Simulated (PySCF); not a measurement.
SbF₂, SMILES [F][Sb][F], multiplicity 2.

Geometry optimised at B3LYP-D3(BJ)/def2-TZVP. The spin state was assumed, not searched. The isomer is the one that the SMILES or the coordinates give; other isomers of the formula were not compared. The def2 effective core potentials stand for the cores of Sb; spin–orbit coupling is left out.

All values below come from B3LYP-D3(BJ)/def2-TZVP (PySCF).

Frequencies are harmonic and unscaled.

| mode | ν (cm⁻¹) | IR (km/mol) | moving atoms (share of kinetic energy) |
|---|---|---|---|
| 1 | 199 | 7.9 | F 90 %, Sb 10 % |
| 2 | 602 | 106.8 | F 85 %, Sb 15 % |
| 3 | 621 | 77.2 | F 87 %, Sb 13 % |
